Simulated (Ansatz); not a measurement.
Species: sum formula Si2NH6, charge 0, multiplicity 2. It need not be the lowest isomer of its formula. 
Coordinates optimised at B3LYP-D3(BJ)/def2-TZVP (Ansatz, a program for electronic structure):
```xyz
9

N     -1.7069    -0.6543     0.2502
Si    -0.5854     0.6320     0.0008
Si     1.5395    -0.3187    -0.2346
H     -1.5570    -1.3337     0.9790
H     -2.6900    -0.5175     0.0747
H     -0.5409     1.6696     1.0745
H     -0.9946     1.3340    -1.2392
H      1.7071    -1.5605     0.5686
H      2.6680     0.6032     0.0640
```
Charge 0, spin multiplicity 2.

Property: atomisation energy (electronic, to ground-state atoms), in kcal/mol. Correlated levels leave the core frozen unless marked. UHF or UKS for open shells. No spin-orbit coupling. Non-relativistic. The coupled-cluster limit lacks core correlation, which all-electron functionals hold. Basis-set limits of correlation are two-point, X^-3; Hartree-Fock from the larger set.

| level | program | atomisation energy (kcal/mol) |
|---|---|---|
| r2SCAN-D3(BJ)/def2-TZVPD | Ansatz + dftd3 | (withheld) |
| PBE0/def2-TZVPD | Ansatz | 625.5 |
| CAM-B3LYP-D3(BJ)/def2-TZVPD | Ansatz + dftd3 | 638.6 |
| LC-wPBE-D4/def2-TZVPD | Ansatz + dftd4 | (withheld) |
| B2PLYP-D3(BJ)/def2-TZVPD | Ansatz + dftd3 | (withheld) |
| SCS-MP2/cc-pV(D+d)Z | Ansatz | 574.9 |
| CCSD/STO-3G | Ansatz | 671.0 |
| CCSD/6-31G* | Ansatz | 541.2 |
| CCSD/aug-cc-pV(D+d)Z | Ansatz | (withheld) |
| CCSD(T)/CBS(aug-cc-pV(T+d)Z,aug-cc-pV(Q+d)Z) | Ansatz | 635.6 |

Question: What belongs in the gaps?

Answer: 
- r2SCAN-D3(BJ)/def2-TZVPD, atomisation energy (kcal/mol): 634.2
- LC-wPBE-D4/def2-TZVPD, atomisation energy (kcal/mol): 633.1
- B2PLYP-D3(BJ)/def2-TZVPD, atomisation energy (kcal/mol): 626.9
- CCSD/aug-cc-pV(D+d)Z, atomisation energy (kcal/mol): 578.8
